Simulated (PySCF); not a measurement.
cyclopropanecarbaldehyde (C4H6O), SMILES C1(CC1)C=O.

Geometry: B3LYP-D3(BJ)/def2-SVP. The values are those of a single conformer.

The numbers are results of B3LYP-D3(BJ)/def2-SVP (PySCF), not measurements.

No scaling factor is applied to the harmonic values.

```csv
mode,ν (cm⁻¹),IR (km/mol),Raman (Å⁴/amu),depolarisation,moving atoms (share of kinetic energy)
1,115,8.9,3.0,0.75,"H 38 %, C 34 %, O 28 %"
2,254,6.7,0.9,0.28,"O 45 %, C 39 %, H 16 %"
3,307,1.7,2.0,0.75,"C 56 %, H 43 %"
4,685,9.1,2.0,0.70,"C 47 %, H 32 %, O 21 %"
5,791,1.1,7.0,0.53,"H 76 %, C 24 %"
6,815,2.5,11.8,0.38,"C 50 %, H 48 %"
7,824,5.5,11.0,0.75,"C 57 %, H 43 %"
8,838,0.1,1.4,0.75,"H 60 %, C 39 %"
9,995,120.7,9.3,0.74,"C 75 %, H 24 %"
10,1048,0.8,8.9,0.75,"H 53 %, C 45 %"
11,1054,10.2,5.6,0.16,"H 82 %, C 18 %"
12,1090,3.0,0.9,0.75,"H 71 %, C 29 %"
13,1095,1.9,4.0,0.72,"H 69 %, C 28 %"
14,1112,2.2,1.4,0.75,"H 89 %, C 11 %"
15,1193,0.2,5.6,0.75,"H 72 %, C 28 %"
16,1216,5.8,20.0,0.14,"H 52 %, C 48 %"
17,1379,26.8,7.4,0.25,"H 66 %, C 33 %"
18,1421,23.4,12.9,0.68,"H 72 %, C 21 %"
19,1424,4.3,6.6,0.75,"H 92 %, C 8 %"
20,1478,15.7,12.3,0.52,"H 61 %, C 39 %"
21,1825,153.2,11.1,0.43,"C 61 %, O 36 %"
22,2888,150.3,194.7,0.32,H 92 %
23,3128,9.5,29.3,0.75,H 96 %
24,3130,5.5,171.9,0.04,H 95 %
25,3171,8.1,99.6,0.25,"H 92 %, C 8 %"
26,3225,0.5,90.3,0.75,"H 89 %, C 11 %"
27,3235,2.3,33.8,0.65,"H 89 %, C 11 %"
```
